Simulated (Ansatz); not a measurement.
In₅⁻. Total charge -1; triplet. Geometry PBE0-D4/def2-SVP, that of the neutral doublet; atoms count from 1.

```xyz
5

In    1.133    0.654    1.792
In   -2.273    0.981    0.462
In    1.320   -1.959    0.444
In   -0.404   -1.196   -1.826
In    0.225    1.520   -0.872
```

In the def2 sets In takes a core potential; there is no spin–orbit coupling. At PBE0-D4/def2-TZVPD a singlet of charge -1 lies 0.38 eV below the triplet at the same geometry. The structure comes from a short search, and lower isomers may exist.

Q: Estimate the Mulliken populations from the PBE0/def2-TZVPD orbitals of Ansatz.

A: 
| atom | charge (e) | spin (α − β) |
| --- | --- | --- |
| In1 | -0.19 | 0.32 |
| In2 | -0.14 | 0.73 |
| In3 | -0.19 | 0.47 |
| In4 | -0.13 | -0.13 |
| In5 | -0.33 | 0.61 |
Mulliken values and Mayer orders depend strongly on the basis. With diffuse functions, as here, like atoms can get unlike values, and bond orders can come out too low or too high.

Q: Where does the spin sit?

A: Summed by element: In 2.00, of 2 unpaired in all. Largest on single atoms: In2 0.73, In5 0.61, In3 0.47.

Q: And the Mayer bond orders between bonded heavy atoms (over 0.3)?

A: In1–In3 0.86 (2.95 Å); In1–In5 0.61 (2.94 Å); In2–In5 0.77 (2.88 Å); In3–In4 0.65 (2.95 Å); In4–In5 0.68 (2.95 Å). Values over 0.3 also appear between atoms too far apart for a bond (In1–In2 0.39 at 3.67 Å; In1–In4 0.43 at 4.34 Å; In2–In3 0.31 at 4.64 Å; In2–In4 0.35 at 3.67 Å; In3–In5 0.43 at 3.88 Å); they arise where an orbital or an unpaired electron spreads over both atoms.
